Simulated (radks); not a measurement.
Results of a calculation; reference values are marked as such.
Neutral manganese inside a hard spherical wall (all orbitals vanish at R), configuration held at [Ar] 3d5 4s2 and not refilled when levels cross. Code: a radial shooting solver on a logarithmic mesh with Libxc functionals. Model: scalar-relativistic Kohn-Sham, LDA (Slater exchange, Perdew-Wang correlation), spin-polarised, spherical densities, finite nucleus; open shells are filled with parallel spins first; Fermi nuclear charge, rms radius 3.7057 fm. Eigenvalues in eV for spin up, with the zero of energy where the potential of the charges vanishes at infinity; a dash marks a level that is unbound or too diffuse for the functional's potential to be trusted. A positive occupied level is held by the wall or, in an anion where self-interaction has pushed it up, behind a barrier. The pressure on the wall is -dE/dV.

R (bohr),E (hartree),kinetic (hartree),e(3s),e(3p),e(3d),e(4s),"e(4p, empty)","e(5s, empty)",pressure (GPa)
free,-1156.33109,1168.532,-86.845,-55.908,-8.312,-5.692,-1.657,-0.063,0
20,-1156.33109,1168.532,-86.845,-55.908,-8.312,-5.692,-1.657,0.031,< 0.0001
12,-1156.33105,1168.533,-86.841,-55.903,-8.308,-5.688,-1.637,0.723,0.000718
10,-1156.33070,1168.536,-86.810,-55.872,-8.277,-5.663,-1.563,1.572,0.0105
8,-1156.32725,1168.562,-86.620,-55.683,-8.093,-5.503,-1.226,3.826,0.159
5,-1156.21636,1169.083,-84.260,-53.337,-5.849,-2.933,2.764,20.319,12.6
3,-1154.80926,1173.886,-73.057,-42.363,5.230,17.336,28.168,98.319,597
2,-1147.47548,1196.885,-46.112,-14.922,36.245,96.469,114.19,311.68,10900
1.5,-1127.74484,1252.338,2.469,36.595,92.416,263.41,280.92,680.99,77900
